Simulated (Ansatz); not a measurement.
```xyz
7

Pt    0.0000    0.0000    0.0000
F     0.0000    0.0000    1.8500
F     0.0000    0.0000   -1.8500
F     1.8500    0.0000    0.0000
F    -1.8500    0.0000    0.0000
F     0.0000    1.8500    0.0000
F     0.0000   -1.8500    0.0000
```

Basis set: def2-SVP on F; def2-TZVPP on Pt. Charge 0. Computed with Ansatz (development build ahead of 0.2.0); the lowest solution found for each multiplicity.

Problem. How do the multiplicities compare at this shape? Give, from the lowest of each method, PBE0 (unrestricted) for 1, 3; PBE0 (restricted) for 1, 3; HF (restricted) for 1, 3; HF (unrestricted) for 1, 3.

Solution.

```
            method  multiplicity  E (eV)  <S²>
PBE0, unrestricted             1   0.164  1.00
PBE0, unrestricted             3   0.000  2.00
  PBE0, restricted             1   0.752  0.00
  PBE0, restricted             3   0.000  2.00
    HF, restricted             1   1.385  0.00
    HF, restricted             3   0.000  2.00
  HF, unrestricted             1   0.063  1.01
  HF, unrestricted             3   0.000  2.04
```

Caution: other spin multiplicities may lie lower. Caution for PBE0, unrestricted, HF, unrestricted: the unrestricted determinant is a mixture of spin states. Caution for PBE0, restricted, HF, restricted: an unrestricted determinant lies well below.
